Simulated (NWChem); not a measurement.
Molecule: C₄H₅Cl; SMILES C(=CCl)=CC

Computed with NWChem. The geometry was optimised at PBE-D3(BJ)/def2-SVP. COSMO at B3LYP/def2-SVP, default radii, gas-phase geometry; f = (ε − 1)/ε scales the surface charges.

```
row            f  electrostatic solvation energy (kcal/mol)
--------  ------  -----------------------------------------
ε = 1.5   0.3333                                      -0.77
ε = 2.4   0.5833                                      -1.40
ε = 4.8   0.7917                                      -1.97
ε = 11.7  0.9145                                   withheld
ε = 78.4  0.9872                                      -2.54
```

Problem. Fit a straight line of the last column on the one before it, predict the withheld value, and compare with the run.

Solution. 
1. Means of the 4 shown rows: x = 0.67388, y = -1.670. Slope Σ(x − x̄)(y − ȳ)/Σ(x − x̄)² = -0.6389/0.2363 = -2.704; intercept 0.152.
2. The shown rows scatter about the line by 0.022 (root mean square); the largest residual is +0.03, at ε = 2.4.
3. At x = 0.9145 (ε = 11.7; inside the shown range) the line gives -2.32.
4. The run gives -2.32, 0.00 from the line, 0.0 times the scatter.
